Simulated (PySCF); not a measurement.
tetrafluoroborate (BF4), SMILES F[B-](F)(F)F, charge -1.

The structure is a stationary point at B3LYP-D3(BJ)/def2-SVPD.

Level of theory: PySCF with B3LYP-D3(BJ)/def2-SVPD.

Frequencies are harmonic and unscaled.

Modes within 1.5 cm⁻¹ of each other (mostly degenerate sets) share a row, with their intensities summed.

Estimate the vibrational spectrum. (The exact figures need the calculation; the answer reports its results.)


```tsv
mode	ν (cm⁻¹)	IR (km/mol)	moving atoms (share of kinetic energy)
1–2	339	0.0	F 100 %
3–5	502	5.6	F 94 %
6	740	0.0	F 100 %
7–9	1058	1308.1	B 81 %, F 19 %
```
